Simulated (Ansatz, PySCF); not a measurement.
Species: chloro(difluoro)borane, sum formula BClF₂ (charge 0, singlet). SMILES: FB(F)Cl
Geometry from a B3LYP-D3(BJ)/def2-TZVP (Ansatz, a quantum-chemistry and plane-wave program) optimisation:
```
B
F 1 1.3147
F 1 1.3147 2 118.99
Cl 1 1.7478 2 120.50 3 -180.00
```
Charge 0, spin multiplicity 1.

PBE beside other levels, property by property. Cores are frozen in the correlated levels unless marked. Open shells are spin-unrestricted. No spin-orbit coupling. No relativistic terms. Basis-set limits of correlation are two-point, X^-3; Hartree-Fock from the larger set (for Q and 5 zeta extrapolated as (X+1)exp(-9√X)). Rows marked 298 K are enthalpies with B3LYP-D3(BJ) harmonic zero-point and thermal terms. Atomisation energies are electronic, to ground-state atoms; the column to compare with has the core term from cc-pwCVTZ added, other frozen-core levels have none. Vertical energies are electronic, to the SCF solution reached for that spin. Frequencies are from Ansatz or PySCF. The coupled-cluster column (Ansatz) is a level with limits of its own: (a) CCSD(T)/CBS(aug-cc-pV(T+d)Z,aug-cc-pV(Q+d)Z); (b) CCSD(T)/CBS(cc-pV(T+d)Z,cc-pV(Q+d)Z); (c) CCSD(T)/CBS(cc-pV(Q+d)Z,cc-pV(5+d)Z).

```json
[
 {"property": "B-Cl bond dissociation enthalpy, 298 K, to F[B]F + Cl atom (kcal/mol)", "PBE/def2-TZVPD (Ansatz)": "121.0", "wB97X-V/def2-TZVPD (Ansatz)": "123.1", "B2PLYP-D3(BJ)/def2-TZVPD (Ansatz + dftd3)": "119.8", "B2PLYP/def2-TZVPD (Ansatz)": "119.1", "coupled cluster": "123.4 (b)"},
 {"property": "vertical ionisation energy to the doublet (eV)", "PBE/def2-TZVPD (Ansatz)": "12.46", "wB97X-V/def2-TZVPD (Ansatz)": "12.90", "B2PLYP-D3(BJ)/def2-TZVPD (Ansatz + dftd3)": "12.82", "B2PLYP/def2-TZVPD (Ansatz)": "12.82", "coupled cluster": "13.05 (a)"},
 {"property": "B-F bond dissociation enthalpy, 298 K, to F[B]Cl + F atom (kcal/mol)", "PBE/def2-TZVPD (Ansatz)": "167.0", "wB97X-V/def2-TZVPD (Ansatz)": "167.6", "B2PLYP-D3(BJ)/def2-TZVPD (Ansatz + dftd3)": "166.2", "B2PLYP/def2-TZVPD (Ansatz)": "166.0", "coupled cluster": "169.8 (b)"},
 {"property": "atomisation energy (kcal/mol)", "PBE/def2-TZVPD (Ansatz)": "431.8", "wB97X-V/def2-TZVPD (Ansatz)": "418.7", "B2PLYP-D3(BJ)/def2-TZVPD (Ansatz + dftd3)": "417.8", "B2PLYP/def2-TZVPD (Ansatz)": "416.7", "coupled cluster": "421.7 (c)"}
]
```

As the rows show:
- B-Cl bond dissociation enthalpy, 298 K, to F[B]F + Cl atom: PBE lies 2.4 kcal/mol below coupled cluster.
- vertical ionisation energy to the doublet: PBE lies 0.59 eV below coupled cluster.
- B-F bond dissociation enthalpy, 298 K, to F[B]Cl + F atom: PBE lies 2.8 kcal/mol below coupled cluster.
- atomisation energy: PBE lies 10.1 kcal/mol above coupled cluster.
